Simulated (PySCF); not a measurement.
Species: C4H9NSi2.
SMILES with atom numbers: `[N:1]#[C:2][CH2:3][SiH:4]1[CH2:5][SiH2:6][CH2:7]1` (hydrogens: H8, H9 on C3; H10 on Si4; H11, H12 on C5; H13, H14 on Si6; H15, H16 on C7)

The same species was optimised twice, with GFN2-xTB and with PBE0-D3(BJ)/def2-SVP (PySCF), and the same property calculations (PySCF, gas phase) were run on both structures.

```tsv
coordinate	GFN2-xTB	PBE0-D3(BJ)/def2-SVP	change
C2–C3 (Å)	1.424	1.447	+0.023
Si4–C7 (Å)	1.918	1.897	-0.021
Si4–C5 (Å)	1.915	1.894	-0.021
C5–Si6 (Å)	1.923	1.905	-0.018
N1≡C2 (Å)	1.145	1.159	+0.014
Si6–C7 (Å)	1.922	1.909	-0.013
C3–Si4 (Å)	1.920	1.909	-0.011
Si4–C7–Si6 (°)	91.9	86.8	-5.1
Si4–C5–Si6 (°)	92.0	87.0	-5.0
C5–Si4–C7 (°)	88.1	91.3	+3.2
C5–Si6–C7 (°)	87.8	90.6	+2.8
C3–Si4–C5 (°)	112.7	110.3	-2.4
C2–C3–Si4 (°)	110.3	111.8	+1.5
N1–C2–C3 (°)	178.3	177.2	-1.1
C3–Si4–C7 (°)	110.3	109.6	-0.7
C2–C3–Si4–C5 (°)	78	64	-14
```

Rotational constants: A = 4415, B = 920.2, C = 851.6 MHz (GFN2-xTB) against A = 3776, B = 1028, C = 946.3 MHz (PBE0-D3(BJ)/def2-SVP). Point groups within 0.08 Å: C1 and C1.

On the GFN2-xTB structure: lowest singlet, TDDFT (eV) 6.32 [B3LYP/def2-SVPD]; isotropic polarisability (au) 101.4 [B3LYP/def2-SVPD]; HOMO (eV) -7.92 [B3LYP/def2-SVPD]; LUMO (eV) -0.53 [B3LYP/def2-SVPD]; dipole (D) 4.24 [B3LYP/def2-SVPD]; HOMO (eV) -8.16 [PBE0/pcSseg-1]; LUMO (eV) -0.22 [PBE0/pcSseg-1]; dipole (D) 4.22 [PBE0/pcSseg-1]; GIAO shielding of N1 (ppm) -28.1 [PBE0/pcSseg-1]; GIAO shielding of C2 (ppm) 65.4 [PBE0/pcSseg-1]; GIAO shielding of C3 (ppm) 183.8 [PBE0/pcSseg-1]; GIAO shielding of Si4 (ppm) 351.2 [PBE0/pcSseg-1]; GIAO shielding of C5/C7 (mean) (ppm) 187.2 [PBE0/pcSseg-1]; GIAO shielding of Si6 (ppm) 386.4 [PBE0/pcSseg-1].

**Question.** What do these properties become on the PBE0-D3(BJ)/def2-SVP structure?

**Answer.** 
```csv
property,level,on GFN2-xTB,on PBE0-D3(BJ)/def2-SVP,change
"lowest singlet, TDDFT (eV)",B3LYP/def2-SVPD,6.32,6.42,+0.10
isotropic polarisability (au),B3LYP/def2-SVPD,101.4,101.6,+0.2
HOMO (eV),B3LYP/def2-SVPD,-7.92,-7.89,+0.03
LUMO (eV),B3LYP/def2-SVPD,-0.53,-0.39,+0.14
dipole (D),B3LYP/def2-SVPD,4.24,4.31,+0.07
"energy, GFN2-xTB geometry as zero (kcal/mol)",B3LYP/def2-SVPD,0.0,-3.1,-3.1
HOMO (eV),PBE0/pcSseg-1,-8.16,-8.14,+0.02
LUMO (eV),PBE0/pcSseg-1,-0.22,-0.05,+0.17
dipole (D),PBE0/pcSseg-1,4.22,4.30,+0.08
"energy, GFN2-xTB geometry as zero (kcal/mol)",PBE0/pcSseg-1,0.0,-3.3,-3.3
GIAO shielding of N1 (ppm),PBE0/pcSseg-1,-28.1,-36.8,-8.7
GIAO shielding of C2 (ppm),PBE0/pcSseg-1,65.4,63.0,-2.4
GIAO shielding of C3 (ppm),PBE0/pcSseg-1,183.8,181.4,-2.4
GIAO shielding of Si4 (ppm),PBE0/pcSseg-1,351.2,354.9,+3.7
GIAO shielding of C5/C7 (mean) (ppm),PBE0/pcSseg-1,187.2,188.4,+1.2
GIAO shielding of Si6 (ppm),PBE0/pcSseg-1,386.4,383.0,-3.4
```

The heavy atoms differ by 0.218 Å rms after alignment. Among bonds between heavy atoms C2–C3 changes most (+0.023 Å). Changes are differences of the printed values. Neither structure is proved a minimum here.

Shape of the structure used: `[N:1]#[C:2][CH2:3][SiH:4]1[CH2:5][SiH2:6][CH2:7]1`: C2–C3–Si4–C5 64°.
